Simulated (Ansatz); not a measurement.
(MgS)2 ring (Mg₂S₂). Charge 0, multiplicity 1. Geometry PBE-D4/def2-TZVP; atoms count from 1.

| atom | x (Å) | y (Å) | z (Å) |
| --- | --- | --- | --- |
| Mg1 | -1.100 | -0.712 | 0.124 |
| S2 | 0.967 | -1.320 | 1.003 |
| Mg3 | 1.100 | 0.712 | -0.124 |
| S4 | -0.967 | 1.320 | -1.003 |

Q: Estimate the Mulliken populations from the PBE0/def2-TZVP orbitals of Ansatz.

A: 
| atom | charge (e) |
| --- | --- |
| Mg1 | 0.70 |
| S2 | -0.70 |
| Mg3 | 0.70 |
| S4 | -0.70 |
Mulliken values and Mayer orders depend strongly on the basis.

Q: And the Mayer bond orders between bonded heavy atoms (over 0.3)?

A: Mg1–S2 0.96 (2.33 Å); Mg1–S4 0.96 (2.33 Å); S2–Mg3 0.96 (2.33 Å); Mg3–S4 0.96 (2.33 Å).
